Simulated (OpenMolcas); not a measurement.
neutral aluminium: the spin-orbit constant, thermal populations, worked from levels

| Item | Value |
| --- | --- |
| Program | OpenMolcas |
| Basis | ANO-R2 [5s5p3d1f] |
| Scalar Hamiltonian | X2C, finite nucleus |
| Active space | 3 electrons in 8 orbitals (3s 3p 4s 4p) |
| State averaging | 2S+1 = 4 odd, 3 roots (0 in the spin-orbit step); 2S+1 = 2 odd, 3 roots; 2S+1 = 4 even, 3 roots; 2S+1 = 2 even, 5 roots |
| Spin-orbit coupling | RASSI with atomic mean-field integrals over the reference wave functions, term energies averaged over their components |

Methods: CASSCF; SS-CASPT2, IPEA 0.25 Eh, imaginary shift 0.1 Eh (closed shells correlated: 2s 2p). Measured levels: NIST Handbook of Basic Atomic Spectroscopic Data.

**The spin-orbit constant.** For the Hund term ²P° of p1, E(J) = (A/2) J(J+1) + constant and ζ = 2S·A = A. From J = 1/2 to J = 3/2 the energy changes by 1.5 A.

```csv
Source,E(3/2) - E(1/2),A,ζ
CASSCF,81.5,54.3,54
SS-CASPT2,81.5,54.3,54
measured,112.1,74.7,75
```

All in cm-1. SS-CASPT2 is off by -27.3 % and CASSCF by -27.3 %. Both methods take the spin-orbit matrix elements from the reference wave functions, so the second can move ζ only through the term energies and any multistate remixing.

**Thermal populations.** Z = Σ (2J + 1) exp(-E/kT) with k = 0.695035 cm-1/K, over the levels below. No other level of either list lies under 25300 cm-1, which is above 7 kT at each temperature.

```csv
Level,2J + 1,SS-CASPT2,measured
3s² 3p ²P°_1/2,2,0.0,0.0
3s² 3p ²P°_3/2,4,81.5,112
```

```
T (K)  Z, SS-CASPT2  Z, measured levels  Ground level (%), SS-CASPT2  Ground level (%), measured levels
 2000         5.772               5.690                         34.6                               35.1
 3000         5.847               5.791                         34.2                               34.5
 5000         5.907               5.873                         33.9                               34.1
```

At 5000 K, kT = 3475 cm-1, and the computed levels give Z = 2.000 + 3.907 = 5.907.

Over all roots computed the reference weight is 0.92 to 0.98 in SS-CASPT2; the roots of lowest weight are the least certain, and an intruder state may touch them. Active for correlation alone: 4p 4s; no level in the range computed is led by a configuration that fills them, so any true level of that kind is missing. Without dynamic correlation excited terms often stand tens of per cent too high (terms of higher spin than the ground term too low), and those without a measured partner can miss by more than the paired ones (holds for CASSCF). Computed and measured levels are paired by configuration, term and J; levels that our copy of the source lacks, or whose pairing is in doubt (as where it misses far off the trend of its configuration), stay unpaired and out of the deviations. Levels of configurations outside the active space are missing.

° marks odd parity.
